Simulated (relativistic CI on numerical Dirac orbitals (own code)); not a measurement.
# Slater and spin-orbit integrals, Mn IV

These numbers are calculated, not measured: Dirac-Coulomb-Breit CI, separate exchange-only KLI orbitals for each configuration, QED by a radiative potential, valence Slater integrals scaled by 0.85, P86 correlation energy added to each configuration (own radial code, finite nucleus).

Slater integrals F^k, G^k are unscaled and averaged over j, outside the closed core [Ne] 3s2; ζ comes from projecting the Hamiltonian with its Breit term on Σ l·s of the shell.

- 3p6 3d4: F^2(3d,3d) = 91581, F^4(3d,3d) = 57288, ζ(3d) = 350.16 cm⁻¹; <r>(3d) = 1.035, <r^2>(3d) = 1.332 (bohr units).
- 3p6 3d3 4s: F^2(3d,3d) = 97037, F^4(3d,3d) = 60912, ζ(3d) = 395.72, G^2(3d,4s) = 12483 cm⁻¹; <r>(3d) = 0.9859, <r^2>(3d) = 1.202, <r>(4s) = 2.284, <r^2>(4s) = 5.877 (bohr units).
- 3p6 3d3 4p: F^2(3d,3d) = 97565, F^4(3d,3d) = 61276, ζ(3d) = 400.6, F^2(3d,4p) = 24036, G^1(3d,4p) = 9035.4, G^3(3d,4p) = 8199.6, ζ(4p) = 785.82 cm⁻¹; <r>(3d) = 0.9815, <r^2>(3d) = 1.19, <r>(4p) = 2.604, <r^2>(4p) = 7.659 (bohr units).

(1) Give the Racah parameters of the d shell in 3p6 3d4.

In this model ζ of a weakly bound d, f or g electron outside closed shells comes out too small, for d by up to a factor of two or three and at times with the wrong sign; that of an outer p electron is too small as well.

For a near-neutral ion this model can misplace configurations by up to about 10,000 cm⁻¹ (more where the count of f electrons changes) and terms by 10 to 25 % of their spread. Rates follow the energies as ν³ (E1, M1) or ν⁵ (E2), so they and the lifetimes can be off by large factors. The fine structure of a lone outer electron comes out too small, for d and f at times inverted, and misplaced configurations move strength between like terms. 64 of the 66 excited levels that our extract of the measured tables holds in this range could be paired (the sources list more); they are missed by 987 cm⁻¹ on average and 1841 at most, and levels without a partner can miss by more.

Averages of the first 10 configurations, taken without configuration mixing, which lowers the lowest level and can move excited configurations by several eV; other configurations of the list can lie among them:

| Configuration | Parity | States | Average energy above the lowest level (eV) |
| --- | --- | --- | --- |
| 3p6 3d4 | even | 210 | 3.8 |
| 3p6 3d3 4s | even | 240 | 17.2 |
| 3p6 3d3 4p | odd | 720 | 24.2 |
| 3p6 3d3 4d | even | 1200 | 34.0 |
| 3p5 3d5 | odd | 1512 | 56.5 |
| 3p6 3d3 5s | even | 240 | 35.7 |
| 3p6 3d3 5p | odd | 720 | 38.3 |
| 3p6 3d3 4f | odd | 1680 | 40.4 |
| 3p6 3d3 5d | even | 1200 | 42.3 |
| 3p6 3d2 4s 4p | odd | 540 | 42.7 |

## Answers

(1) B = F²/49 − 5F⁴/441 = 1219 cm⁻¹ and C = 35F⁴/441 = 4547 cm⁻¹; values fitted to spectra at such low charge are typically 15 to 30 % smaller.
